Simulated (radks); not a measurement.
Neutral iodine inside a hard spherical wall (all orbitals vanish at R), configuration held at [Kr] 4d10 5s2 5p5 and not refilled when levels cross. Calculated with a radial shooting solver on a logarithmic mesh with Libxc functionals: scalar-relativistic Kohn-Sham, LDA (Slater exchange, VWN5 correlation), spin-polarised, spherical densities, finite nucleus; open shells are filled with parallel spins first (spin-orbit coupling, left out, can overturn this in heavy ions); Fermi nuclear charge, rms radius 4.75 fm. Eigenvalues in eV for spin up, with the zero of energy where the potential of the charges vanishes at infinity; a dash marks a level that is unbound or too diffuse for the functional's potential to be trusted. A positive occupied level is held by the wall or, in an anion where self-interaction has pushed it up, behind a barrier. The pressure on the wall is -dE/dV.

R (bohr),E (hartree),kinetic (hartree),e(4p),e(4d),e(5s),e(5p),"e(6s, empty)","e(5d, empty)",pressure (GPa)
free,-7110.40587,7461.024,-127.36,-50.379,-17.900,-7.483,-0.537,-,0
20,-7110.40587,7461.024,-127.36,-50.379,-17.900,-7.483,-0.531,0.835,< 0.0001
15,-7110.40587,7461.024,-127.36,-50.379,-17.900,-7.483,-0.490,1.113,< 0.0001
8,-7110.40455,7461.037,-127.28,-50.297,-17.831,-7.416,0.874,2.434,0.0701
7,-7110.40023,7461.074,-127.09,-50.111,-17.681,-7.267,2.086,3.171,0.390
5,-7110.30065,7461.701,-124.90,-47.964,-16.011,-5.434,10.719,7.607,14.7
2.5,-7104.02764,7486.007,-94.666,-18.985,17.962,36.247,139.12,68.819,4660
2,-7092.12501,7527.103,-67.546,8.037,66.984,93.438,282.27,139.23,24500
